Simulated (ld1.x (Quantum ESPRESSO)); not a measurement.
**Before and after: TM potential for iodine**

iodine, norm-conserving Troullier–Martins (Kleinman–Bylander form), made with ld1.x (Quantum ESPRESSO) 7.5 (PBE, fully relativistic). Core [Kr] 4d10, reference 5s1.5 5p5.5. Waves: 5p (bound): rc 1.70 bohr; 5s (bound): rc 1.75 bohr. Local part: the s channel. Core correction: Bessel-smoothed model core inside 1.40 bohr.

Open shells are filled in proportion to 2j + 1 (rel_dist='average').

Change: wave 5p (bound): rc 1.70 bohr becomes 5p (bound): rc 2.00 bohr.

Cutoffs: the cutoffs (Ry, on a coarse ladder) from which the occupation-weighted sum of valence levels, in a spherical-Bessel basis at the reference potential, stays within 10 and 1 mRy of its value at 400 Ry; they do not see the model core or the augmentation charge, which bear on the density cutoff. Errors are all-electron minus pseudo energies relative to the spin-unpolarised reference configuration.

What does the change do?

The potential gets softer (40 Ry and 70 Ry → 30 Ry and 45 Ry); of the 7 tests that both files solve, the error grows in 5 and shrinks in 0 by more than 15 % and 0.3 meV (median size 1.5 → 2.2 meV); neither file shows a bound ghost. A larger radius leaves more room for a smooth pseudo-wave, so fewer plane waves are needed. More of the atom is replaced by a form fitted at one configuration, so other configurations suffer.

| quantity | base | changed |
| --- | --- | --- |
| cutoff, loose | 40 Ry | 30 Ry |
| cutoff, tight | 70 Ry | 45 Ry |
| loose cutoff by channel (10 mRy a level) | p 25 Ry, s 25 Ry | p 15 Ry, s 25 Ry |
| bound ghosts | none | none |
| error for 5s2 5p5, meV [ΔE -5.16 eV] | -1.3 | -2.1 |
| error for 5s2 5p4, meV [ΔE 6.00 eV] | -0.2 | -1.4 |
| error for 5s2 5p3, meV [ΔE 25.87 eV] | -2.5 | -3.9 |
| error for 5s2 5p2, meV [ΔE 55.23 eV] | -24 | -23 |
| error for 5s2 5p5.3, meV [ΔE -6.95 eV] | -1.5 | -2.2 |
| error for 5s2 5p4.5, meV [ΔE -0.62 eV] | -0.9 | -1.9 |
| error for 5s2 5p1, meV [ΔE 94.70 eV] | -97 | -86 |
